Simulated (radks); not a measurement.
The nuclear charge of the barium ion Ba+ is varied continuously with 55 electrons held in [Xe] 6s1. Method: Dirac Kohn-Sham, BLYP, spin-unpolarised, spherical densities, point nucleus; computed with a radial shooting solver on a logarithmic mesh with Libxc functionals. By the Hellmann-Feynman theorem dE/dZ = E(electron-nucleus)/Z, the electronic potential at the nucleus.

| Z | E (hartree) | E(electron-nucleus)/Z (hartree) | HOMO | e(HOMO) (eV) | <r> HOMO (bohr) |
|---|---|---|---|---|---|
| 55.6 | -7999.2418 | -349.759 | 6s1/2 | -5.144 | 4.693 |
| 55.8 | -8069.3703 | -351.527 | 6s1/2 | -6.332 | 4.487 |
| 56 | -8139.8526 | -353.296 | 6s1/2 | -7.582 | 4.309 |
| 56.2 | -8210.6889 | -355.067 | 6s1/2 | -8.893 | 4.153 |
| 56.4 | -8281.8794 | -356.839 | 6s1/2 | -10.260 | 4.013 |
| 56.6 | -8353.4244 | -358.612 | 6s1/2 | -11.682 | 3.888 |
| 56.8 | -8425.3242 | -360.387 | 6s1/2 | -13.156 | 3.775 |
| 57 | -8497.5791 | -362.163 | 6s1/2 | -14.682 | 3.671 |

The central difference of E at Z = 56 is -353.296 hartree, to compare with the third column; the second derivative is -8.85 hartree.
